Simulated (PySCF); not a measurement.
## Electric field gradients and quadrupole coupling constants

Compound: C₇H₁₃N₃.
Geometry (GFN2-xTB, Å), atoms numbered from 1 in this order:
```
atom  x, y, z in Å
C1     2.8351   -0.7372    0.3319
C2     1.5000   -0.4419   -0.3372
C3     0.4372   -0.0465    0.6930
N4    -0.8286    0.2343    0.0729
C5    -1.8423   -0.6445   -0.2172
C6    -1.8307   -2.0823    0.1382
N7    -2.8066   -0.0205   -0.8266
N8    -2.4555    1.2719   -0.9583
C9    -1.2786    1.4301   -0.4286
C10   -0.5309    2.7060   -0.3484
H11    3.1977    0.1378    0.8669
H12    3.5769   -1.0166   -0.4116
H13    2.7355   -1.5559    1.0409
H14    1.6199    0.3691   -1.0583
H15    1.1586   -1.3225   -0.8852
H16    0.2994   -0.8586    1.4131
H17    0.7634    0.8445    1.2377
H18   -1.7704   -2.2109    1.2193
H19   -0.9836   -2.5910   -0.3206
H20   -2.7521   -2.5296   -0.2213
H21   -0.3629    2.9883    0.6913
H22   -1.1205    3.4771   -0.8342
H23    0.4341    2.6261   -0.8474
```

Field gradients from the PBE0/pcSseg-1 density (PySCF, non-relativistic), principal values in atomic units, ordered |Vxx| ≤ |Vyy| ≤ |Vzz|:

```csv
atom,Vxx,Vyy,Vzz
N4,0.2410,0.4016,-0.6426
N7,0.3660,0.6619,-1.0278
N8,0.3658,0.6618,-1.0276
```

Question: Find the asymmetry η = (Vxx − Vyy)/Vzz and the couplings χ = eQV/h (234.96 MHz × Q in barn × V in au), with Q(14N) = 0.02044 b.

Answer: 
```json
{"atom": "N4", "environment": "pyrrole-type nitrogen", "nucleus": "14N", "η": "0.25", "χzz (MHz)": "-3.086", "χxx (MHz)": "1.157", "χyy (MHz)": "1.929"}
{"atom": "N7", "environment": "pyridine-type nitrogen", "nucleus": "14N", "η": "0.29", "χzz (MHz)": "-4.936", "χxx (MHz)": "1.758", "χyy (MHz)": "3.179"}
{"atom": "N8", "environment": "pyridine-type nitrogen", "nucleus": "14N", "η": "0.29", "χzz (MHz)": "-4.935", "χxx (MHz)": "1.757", "χyy (MHz)": "3.179"}
```

The tensor is traceless: Vxx + Vyy + Vzz = 0.

Question: What is Vzz at N8 in SI units (1 au = 9.71736 × 10²¹ V/m²)?

Answer: -1.0276 au = -9.986 × 10²¹ V/m².

Question: What couplings would deuterons (Q(2H) = 0.00286 b) have in place of the hydrogens, at this geometry?

Answer: 
```tsv
atom	bonded to	bond length (Å)	Vzz (au)	η	χzz (kHz)
H11	C1	1.088	0.3140	0.02	211
H12	C1	1.087	0.3162	0.02	212
H13	C1	1.088	0.3142	0.02	211
H14	C2	1.092	0.3025	0.03	203
H15	C2	1.092	0.3024	0.03	203
H16	C3	1.094	0.2920	0.07	196
H17	C3	1.094	0.2920	0.07	196
H18	C6	1.090	0.3089	0.03	208
H19	C6	1.089	0.3108	0.03	209
H20	C6	1.086	0.3141	0.01	211
H21	C10	1.090	0.3090	0.03	208
H22	C10	1.085	0.3142	0.01	211
H23	C10	1.089	0.3109	0.03	209
```

One conformer (not necessarily the lowest) at the GFN2-xTB geometry, without solvent, vibrations or thermal averaging. GFN2-xTB bond lengths can be off by several hundredths of an ångström, more for odd bonds, and the gradients follow them. The basis is small and wasn't made for field gradients, so the couplings can be 20 % off.

The run behind these numbers computed NMR shieldings as well. The run took about 2.5 min of CPU time (one thread, shared machine).
